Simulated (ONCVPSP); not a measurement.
Fe ONCV: all-electron and pseudo phase curves

iron, optimised norm-conserving Vanderbilt (ONCV), made with ONCVPSP 4.0.1 (PBE, scalar-relativistic). Core [Ne], reference 3s2 3p6 3d6 4s2. Waves: 3s+4s: rc 1.10 bohr, ncon 5, nbas 9, qcut 8.4 1/bohr, 2 projectors; 3p: rc 1.15 bohr, ncon 4, nbas 8, qcut 14.6 1/bohr, 1 projector; 3d: rc 1.25 bohr, ncon 4, nbas 8, qcut 12.4 1/bohr, 1 projector. Local part: polynomial inside 0.75 bohr (lpopt 4, dvloc0 2 Ha). Core correction: Teter function, fcfact 4.5, rcfact 1.45.

The phase is arctan(r·R′/R) of the radial function R(r), unwrapped; energies in Ha, scanned from -5 to 5 Ha. A pole is an energy at which the radial function vanishes at the test radius. The pseudo phase is shifted by a multiple of π to meet the all-electron one at the reference energy, and phase errors are pseudo minus all-electron; the curves can meet again beyond the range given. Levels narrower than the energy grid can be missing from the lists of poles.

| channel | radius (bohr) | reference energy (Ha) | poles, all-electron | poles, pseudo | unbroken range about the reference energy with phases within 0.05 rad | phase error 1 Ha above the reference energy (rad) |
| --- | --- | --- | --- | --- | --- | --- |
| s | 1.12 | -0.19 | -1.59 | -1.59 | the whole range | -0.000 |
| p | 1.17 | -2.21 | -0.57 | -0.58 | below 3.2 | -0.001 |
| d | 1.27 | -0.28 | 0.95 | 0.98 | below 2.7 | +0.005 |

Phases in the d channel:

| E (Ha) | all-electron | pseudo |
| --- | --- | --- |
| -4.96 | 1.225 | 1.226 |
| -4.48 | 1.197 | 1.199 |
| -4.00 | 1.162 | 1.164 |
| -3.52 | 1.116 | 1.119 |
| -3.04 | 1.052 | 1.056 |
| -2.56 | 0.958 | 0.962 |
| -2.08 | 0.802 | 0.809 |
| -1.60 | 0.515 | 0.524 |
| -1.12 | -0.041 | -0.033 |
| -0.64 | -0.735 | -0.734 |
| -0.16 | -1.168 | -1.168 |
| 0.32 | -1.397 | -1.394 |
| 0.80 | -1.536 | -1.531 |
| 1.28 | -1.639 | -1.629 |
| 1.76 | -1.728 | -1.710 |
| 2.24 | -1.816 | -1.787 |
| 2.72 | -1.919 | -1.869 |
| 3.20 | -2.056 | -1.968 |
| 3.68 | -2.261 | -2.099 |
| 4.16 | -2.599 | -2.289 |
| 4.64 | -3.117 | -2.583 |
